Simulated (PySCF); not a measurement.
Species: 2-chloro-3-fluoropyridine, C5H3ClFN.
Geometry (PBE0-D3(BJ)/def2-SVP, Å), atoms numbered from 1 in this order:
```xyz
11
C5H3ClFN angstrom
F      2.8555    1.5270   -0.0745
C      1.9219    0.5936   -0.1183
C      0.5820    0.9401   -0.1642
C     -0.3653   -0.0818   -0.2123
C      0.0835   -1.3992   -0.2108
N      1.3749   -1.7222   -0.1646
C      2.2698   -0.7653   -0.1200
Cl     3.9450   -1.1861   -0.0626
H      0.3045    1.9963   -0.1620
H     -1.4323    0.1451   -0.2500
H     -0.6250   -2.2327   -0.2484
```

All values: wB97X-D/def2-SVPD (PySCF, non-relativistic), on one gas-phase PBE0-D3(BJ)/def2-SVP geometry that isn't relaxed in the solvent. The solvent is an IEF-PCM continuum (Bondi radii, 1.10 Å for H, scaled by 1.2), and excitations are vertical TDDFT with non-equilibrium linear response and a frozen core. Only the electrostatic response of the medium enters.

Gas-phase singlets (H = HOMO, L = LUMO):

| state | E (eV) | λ (nm) | f | leading configurations |
| --- | --- | --- | --- | --- |
| S1 | 5.275 | 235 | 0.098 | H→L 83%, H-2→L+1 12% |
| S2 | 5.306 | 234 | 0.004 | H-1→L 98% |
| S3 | 5.829 | 213 | 0.000 | H-1→L+1 99% |
| S4 | 6.170 | 201 | 0.085 | H→L+1 76%, H-2→L 20% |
| S5 | 7.090 | 175 | 0.002 | H→L+2 52%, H→L+3 30% |

Task: Give the list for methanol (ε = 32.61), n² = 1.77.

Result: 
```tsv
state	E (eV)	λ (nm)	f	leading configurations	change by rank (eV)
S1	5.284	235	0.132	H→L 85%, H-2→L+1 11%	+0.009
S2	5.492	226	0.005	H-1→L 98%	+0.186
S3	6.055	205	0.000	H-1→L+1 99%	+0.226
S4	6.183	201	0.099	H→L+1 76%, H-2→L 20%	+0.013
S5	6.992	177	0.000	H→L+2 83%	-0.098
```

Task: How does the list change in dimethylsulfoxide (ε = 46.83)?

Result: 
| state | E (eV) | λ (nm) | f | leading configurations | change by rank (eV) |
| --- | --- | --- | --- | --- | --- |
| S1 | 5.272 | 235 | 0.145 | H→L 86%, H-2→L+1 11% | -0.003 |
| S2 | 5.493 | 226 | 0.005 | H-1→L 98% | +0.187 |
| S3 | 6.059 | 205 | 0.000 | H-1→L+1 99% | +0.230 |
| S4 | 6.170 | 201 | 0.109 | H→L+1 77%, H-2→L 20% | 0.000 |
| S5 | 6.988 | 177 | 0.000 | H→L+2 83% | -0.102 |

Task: How do the frontier levels move from gas to dimethylsulfoxide?

Result: 
| orbital | gas (eV) | solvent (eV) | change (eV) |
| --- | --- | --- | --- |
| LUMO+2 | 2.15 | 2.15 | 0.00 |
| LUMO+1 | 0.81 | 0.95 | +0.14 |
| LUMO | 0.29 | 0.41 | +0.12 |
| HOMO | -9.39 | -9.33 | +0.06 |
| HOMO-1 | -10.21 | -10.30 | -0.09 |
| HOMO-2 | -10.63 | -10.53 | +0.10 |
| HOMO-3 | -11.19 | -11.44 | -0.25 |

The HOMO–LUMO gap goes from 9.68 to 9.75 eV. Rows go by rank; for LUMO+2 the atom shares or the degeneracy differ between the runs, so the row needn't follow one orbital.

Time: 28 s of wall time; peak memory 0.92 GiB. Hardware: one thread of an Arm Neoverse V1, no GPU, shared host. This is the whole response run at wB97X-D/def2-SVPD in dimethylsulfoxide, SCF included.
